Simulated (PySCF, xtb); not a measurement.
C₂H₆BBrO, SMILES CCOBBr.

Coordinates come from a PBE0-D3(BJ)/def2-SVP optimisation. The structure was generated by enumeration, and PubChem lists no compound with its InChIKey, so it may never have been made. The values are those of a single conformer.

These are IEF-PCM-ωB97X/def2-SVP (PySCF) values and carry that method's errors.

The values are the electrostatic part of the solvation free energy, E(continuum) − E(gas) at the gas-phase geometry, in a cavity of scaled van der Waals radii (PySCF's table); cavitation and dispersion terms are not included. In vacuum the orbital gap is 12.39 eV. The dipole moment in vacuum is 3.08 D.

Computed values in water (ε = 78.36), acetonitrile (ε = 35.69), benzene (ε = 2.27):
| solvent | ε | ΔG(elec) (kcal/mol) | dipole (D) | gap (eV) |
|---|---|---|---|---|
| water | 78.36 | -3.0 | 3.78 | 12.70 |
| acetonitrile | 35.69 | -3.0 | 3.77 | 12.69 |
| benzene | 2.27 | -1.4 | 3.41 | 12.53 |

For comparison, GFN2-xTB/ALPB(water) (xtb, at the GFN2-xTB geometry, all terms of that model) gives -2.4 kcal/mol.
